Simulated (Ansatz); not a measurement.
`[GaH2][SeH]` + PH₃ → `P[SeH]` + `[GaH3]` at 400 K and 1 bar (ligand exchange at the Se–Ga bond).

Program: Ansatz. Geometries: PBE0-D4/def2-TZVP. ΔE: electronic, gas phase. CBS: MP2 limit from def2 TZ/QZ plus the TZ coupled-cluster correction, frozen cores. This one scheme is used for every species. For Ga, Se outer-core shells are correlated without core-valence functions, which leaves a few kJ/mol of doubt a bond. Scalar relativity is left out up to krypton.

```tsv
species	CCSD(T)/CBS energy (Eh)	H − E (kJ/mol)	S (J/(mol·K))
`[GaH2][SeH]`	-4326.46797	77.5	311.3
PH₃	-342.72256	77.1	221.7
`P[SeH]`	-2743.44381	86.8	298.2
`[GaH3]`	-1925.70545	64.2	231.8
```

H − E and S are ideal-gas, rigid-rotor, harmonic terms from PBE0-D4/def2-TZVP. 1 Eh = 2625.50 kJ/mol, R = 8.31446 J/(mol·K).

**Question.** By hand: ΔE, ΔH, ΔS and ΔG.

**Answer.** ΔE = (-2743.44381) + (-1925.70545) − (-4326.46797) − (-342.72256) = 0.04127 Eh = 108.4 kJ/mol. Δ(H − E) = 86.8 + 64.2 − 77.5 − 77.1 = -3.6, so ΔH = 104.8 kJ/mol. ΔS = 298.2 + 231.8 − 311.3 − 221.7 = -3.0 J/(mol·K). ΔG = 104.8 − 400 × (-3.0)/1000 = 106.0 kJ/mol.

**Question.** By hand: the equilibrium constant, and the temperature at which ΔG would vanish if ΔH and ΔS stayed fixed.

**Answer.** log₁₀ K = −ΔG/(RT ln 10) = -13.8. ΔH and −TΔS have one sign here, so there is no such temperature. One of them is within its doubt of zero, so this could turn.

The number of gas molecules stays the same, so ΔS is small and ΔH decides. A doubt of 5 kJ/mol in ΔE shifts log₁₀ K by 0.7 here. These are equilibria of isolated gas molecules and say nothing of rates. Largest T1 diagnostic: 0.013 (customary marks: 0.02 for closed shells, 0.045 for open ones).
